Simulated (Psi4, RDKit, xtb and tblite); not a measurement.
Relaxed torsion scan: SMILES [SiH2](Cl)[SiH2]C (CH₇ClSi₂), singlet. Scanned: dihedral C1–Si2–Si3–Cl4; all other coordinates were relaxed at B3LYP-D3(BJ)/def2-SVP. Points at φ and −φ are mirror images. Heavy atoms are numbered in the order of the SMILES C[SiH2][SiH2]Cl, hydrogens after them in the order of the atoms that carry them; the mirror image has the same energies with the sign of each dihedral reversed.

Methods: MMFF94 // B3LYP-D3(BJ)/def2-SVP (RDKit); GFN2-xTB, on its own relaxed geometries (the stored frames are those of B3LYP-D3(BJ)/def2-SVP) (xtb and tblite); UFF // B3LYP-D3(BJ)/def2-SVP (RDKit); MP2/cc-pVTZ = DF-MP2 (frozen core)/cc-pVTZ // B3LYP-D3(BJ)/def2-SVP run with Psi4.

Energies relative to the lowest point of each profile, in kcal/mol; the last columns give the difference from MP2:

| φ / ° | MMFF94 | GFN2-xTB | UFF | MP2/cc-pVTZ | MMFF94 − MP2/cc-pVTZ | GFN2-xTB − MP2/cc-pVTZ | UFF − MP2/cc-pVTZ |
|---|---|---|---|---|---|---|---|
| -150 | 0.85 | 0.14 | 0.70 | 0.99 | -0.14 | -0.85 | -0.29 |
| -120 | 1.39 | 0.37 | 1.56 | 1.47 | -0.07 | -1.10 | 0.10 |
| -90 | 0.60 | 0.46 | 0.61 | 0.76 | -0.17 | -0.30 | -0.15 |
| -60 | 0.00 | 0.46 | 0.00 | 0.00 | 0.00 | 0.46 | 0.00 |
| -30 | 0.64 | 0.51 | 0.83 | 0.35 | 0.29 | 0.16 | 0.48 |
| 0 | 1.19 | 0.57 | 1.66 | 0.78 | 0.40 | -0.21 | 0.88 |
| 30 | 0.64 | 0.51 | 0.83 | 0.35 | 0.29 | 0.16 | 0.48 |
| 60 | 0.00 | 0.46 | 0.00 | 0.00 | 0.00 | 0.46 | 0.00 |
| 90 | 0.60 | 0.46 | 0.61 | 0.76 | -0.17 | -0.30 | -0.15 |
| 120 | 1.39 | 0.37 | 1.56 | 1.47 | -0.07 | -1.10 | 0.10 |
| 150 | 0.85 | 0.14 | 0.70 | 0.99 | -0.14 | -0.85 | -0.29 |
| 180 | 0.39 | 0.00 | 0.00 | 0.50 | -0.12 | -0.50 | -0.50 |

MMFF94 is furthest from MP2/cc-pVTZ at 0 (0.40 kcal/mol, above); its mean absolute difference over the points is 0.15 kcal/mol.

GFN2-xTB is furthest from MP2/cc-pVTZ at -120 (-1.10 kcal/mol, below); its mean absolute difference over the points is 0.54 kcal/mol.

UFF is furthest from MP2/cc-pVTZ at 0 (0.88 kcal/mol, above); its mean absolute difference over the points is 0.28 kcal/mol.

MMFF94 has few fitted parameters for silicon.
